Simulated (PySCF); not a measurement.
# Interval between two levels of Nb²⁺ by level of theory

Nb²⁺ [Kr] 4d3 [4F9/2, M_J = 9/2] → Nb²⁺ [Kr] 4d2 5p1 [4G11/2, M_J = 11/2], as a difference of total energies. All numbers are calculated (PySCF 2.14, the two-component X2C-1e Hamiltonian, in x2c-SVPall-2c with one added diffuse shell each of s, p, d type (7s9p7d1f, 76 functions)). Correlated levels: [Ar] 3d10 frozen; the 6 highest virtual spinors dropped. "Screened" scales the spin-orbit matrix elements by Boettger's factors to mimic the two-electron term; Breit and QED terms are absent.

```json
{"method": "GHF (spin-free)", "interval between two levels (cm⁻¹)": "62616"}
{"method": "GMP2 (spin-free)", "interval between two levels (cm⁻¹)": "62763"}
{"method": "GHF (screened spin-orbit)", "interval between two levels (cm⁻¹)": "63479"}
{"method": "GMP2 (screened spin-orbit)", "interval between two levels (cm⁻¹)": "63682"}
```

The labels give the starting determinants; with spin-orbit coupling the two ends relaxed to ⟨J²⟩ = 24.76, ⟨L²⟩ = 12.07, ⟨S²⟩ = 3.74 and ⟨J²⟩ = 35.76, ⟨L²⟩ = 20.03, ⟨S²⟩ = 3.75.
